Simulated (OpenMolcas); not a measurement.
Cu IV: from CASSCF to CASPT2

| Property | Result |
| --- | --- |
| Program | OpenMolcas 26.06 |
| Basis | ANO-RCC-VQZP [7s6p4d3f2g1h] |
| Scalar Hamiltonian | DKH2, point nucleus |
| Active space | 8 electrons in 5 orbitals (3d) |
| State averaging | 2S+1 = 3 even, 10 roots; 2S+1 = 1 even, 15 roots |
| Spin-orbit coupling | RASSI with atomic mean-field integrals over the reference wave functions, term energies averaged over their components |

Methods on the same reference wave functions:
A. CASSCF
B. SS-CASPT2, IPEA 0.25 Eh, imaginary shift 0.1 Eh (closed shells correlated: 3s 3p)

Energies in cm⁻¹ above 3d⁸ ³F₄, the measured ground level; measured values from Sugar and Musgrove, J. Phys. Chem. Ref. Data 19, 527 (1990).

```tsv
Level	A	B	Measured
3d⁸ ³F₄	0.0	0.0	0.0
3d⁸ ³F₃	1837	1841	1861
3d⁸ ³F₂	3078	3040	3078
3d⁸ ¹D₂	19595	15490	16248
3d⁸ ³P₂	23773	19760	19697
3d⁸ ³P₁	24220	20220	20097
3d⁸ ³P₀	24571	20550	20423
3d⁸ ¹G₄	30380	26730	26913
3d⁸ ¹S₀	72987	61170	61456
```

Deviations, from unrounded energies. A percentage is the sum of absolute deviations over the sum of measured energies, with the sign that they share, or ± where signs differ.

```csv
Against measurement,Levels,A,B
mean absolute deviation (cm-1),8,3800,200
fine structure of the ground term (%),2,±0.5,-1.1
other terms of the ground configuration (%),6,+18.6,±0.9
```

B lies closest to measurement on these levels. The largest miss of B in the table is 3d⁸ ¹D₂, by -760 cm-1. The ranking rests on the paired levels alone, and a cruder setting can come out closer through cancelling errors.

From A to B the spin-free energies of the other terms of 3d⁸ shown, above ³F, scale by factors of 0.78 to 0.87, as is usual when dynamic correlation screens the repulsion within a d or f shell.

The lowest spin-free term lies below A's lowest term by 0.705 hartree in B.

CASPT2 breaks the degeneracy within a term, and the mean is taken; among the terms shown or strongly mixed into the levels shown the widest spread is 860 cm-1 (3d⁸ ³F, B). Without dynamic correlation excited terms often stand tens of per cent too high (terms of higher spin than the ground term too low), and those without a measured partner can miss by more than the paired ones (holds for A). Computed and measured levels are paired by configuration, term and J; levels that our copy of the source lacks, or whose pairing is in doubt (as where it misses far off the trend of its configuration), stay unpaired and out of the deviations. Only configurations of the active space appear.
